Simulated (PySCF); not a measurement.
# Working out the excitation energy of S

S [Ne] 3s2 3p4 (3P) → S [Ne] 3s1 3p5 (3P). Calculation: PySCF 2.14, in aug-cc-pwCVDZ (6s5p3d, 36 functions); the non-relativistic Hamiltonian (point nucleus). Frozen: 1s2. Energies in hartree (1 hartree = 27.21139 eV):

```
            part    S (lower)    S (upper)
             UHF  -397.499208  -397.077676
CCSD correlation    -0.259063    -0.335221
             (T)    -0.003511    -0.015924
```

Question: What does Hartree-Fock give?

Answer: (-397.077676) − (-397.499208) = 0.421532 hartree = 11.470 eV.

Question: What do CCSD and CCSD(T) give?

Answer: The CCSD correlation energies differ by -0.076158 hartree = -2.072 eV and the triples by -0.012413 hartree = -0.338 eV, so CCSD gives 9.398 eV and CCSD(T) 9.060 eV.

Measured between the centres of the two terms (NIST): 8.928 eV, so CCSD(T) (valence and next inner shell) is off by 0.132 eV.

A double-zeta basis recovers only part of the correlation energy.

The coupled-cluster amplitudes are large, so a single reference is strained.

What remains against the reference includes basis incompleteness, the frozen core and higher excitations.
